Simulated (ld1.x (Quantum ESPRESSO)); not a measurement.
antimony (Sb): one change to a TM potential, before and after

antimony (Sb), norm-conserving Troullier–Martins (Kleinman–Bylander form), made with ld1.x (Quantum ESPRESSO) 7.5 (LDA (PZ), scalar-relativistic). Core [Kr] 4d10, reference 5s2 5p3. Waves: 5s (bound): rc 1.40 bohr; 5p (bound): rc 1.95 bohr. Local part: all-electron potential smoothed inside 1.10 bohr (lloc = -1). Core correction: a·sin(br)/r model core, default radius (core density twice the valence density).

Change: local potential all-electron potential smoothed inside 1.64 bohr (lloc = -1).

Cutoffs: the cutoffs (Ry, on a coarse ladder) from which the occupation-weighted sum of valence levels, in a spherical-Bessel basis at the reference potential, stays within 10 and 1 mRy of its value at 400 Ry; they do not see the model core or the augmentation charge, which bear on the density cutoff. Errors are all-electron minus pseudo energies relative to the spin-unpolarised reference configuration.

Q: What does the change do?

A: The potential gets neither clearly harder nor softer (45 Ry and 180 Ry → 45 Ry and 180 Ry); the bound ghosts move from d, p, s to d, s; of the 9 tests that both files solve, the error grows in 2 and shrinks in 5 by more than 15 % and 0.3 meV (median size 19.4 → 17.6 meV); the range in which the s phases agree widens (upper end 2.5 → 5.0); the range in which the p phases agree narrows (upper end 4.3 → 0.4). In the separable form a ghost depends on how the local part lies against the semilocal potential of the channel, so the choice of the local part can create or remove one.

```csv
quantity,base,changed
"cutoff, loose",45 Ry,45 Ry
"cutoff, tight",180 Ry,180 Ry
loose cutoff by channel (10 mRy a level),"s 40 Ry, p 25 Ry","s 40 Ry, p 6 Ry"
bound ghosts,"s, p, d","s, d"
"error for 5s2 5p2, meV [ΔE 8.52 eV]",-5.6,-4.5
"error for 5s2 5p1, meV [ΔE 24.77 eV]",-35,-40
"error for 5s2 5p0, meV [ΔE 49.56 eV]",-129,-194
"error for 5s1 5p4, meV [ΔE 8.21 eV]",-19,-18
"error for 5s0 5p5, meV [ΔE 16.65 eV]",-80,-54
"error for 5s1 5p3, meV [ΔE 17.34 eV]",-34,-22
"error for 5s2 5p2.5, meV [ΔE 3.36 eV]",-1.3,-0.9
"error for 5s2 5p3 (spin-polarised), meV [ΔE -1.09 eV]",+1.8,+0.6
"error for 5s2 5p2 (spin-polarised), meV [ΔE 7.93 eV]",-5.4,-7.6
s: phases at 2.14 bohr within 0.05 rad from the reference energy up to (Ry; the scan ends near 5),2.5,5.0
p: phases at 2.14 bohr within 0.05 rad from the reference energy up to (Ry; the scan ends near 5),4.3,0.4
```

 A true bound ghost makes a file unfit for plane-wave use even where its test errors are small: the radial tests pick states by their node count and pass the ghost by.
